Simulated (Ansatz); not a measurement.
BiH2F. Total charge 0; triplet. Geometry PBE-D4/def2-TZVP, that of the neutral singlet; atoms count from 1.

```xyz
4

Bi    0.408    0.643    0.189
H    -1.333    0.699   -0.330
H    -0.024   -0.640    1.402
F     0.949   -0.702   -1.260
```

In the def2 sets Bi takes a core potential; there is no spin–orbit coupling. At PBE0-D4/def2-TZVP a singlet of charge 0 lies 4.21 eV below the triplet at the same geometry.

**Question.** Estimate the Mulliken populations from the PBE0/def2-TZVP orbitals of Ansatz.

**Answer.** 
| atom | charge (e) | spin (α − β) |
| --- | --- | --- |
| Bi1 | 0.31 | 1.40 |
| H2 | 0.05 | 0.17 |
| H3 | 0.05 | 0.17 |
| F4 | -0.40 | 0.26 |
Mulliken values depend strongly on the basis.

**Question.** Where does the spin sit?

**Answer.** Summed by element: Bi 1.40, H 0.34, F 0.26, of 2 unpaired in all. Largest on single atoms: Bi1 1.40, F4 0.26, H2 0.17.

**Question.** And the Mayer bond orders between heavy atoms (over 0.3)?

**Answer.** Bi1–F4 0.71 (2.05 Å).
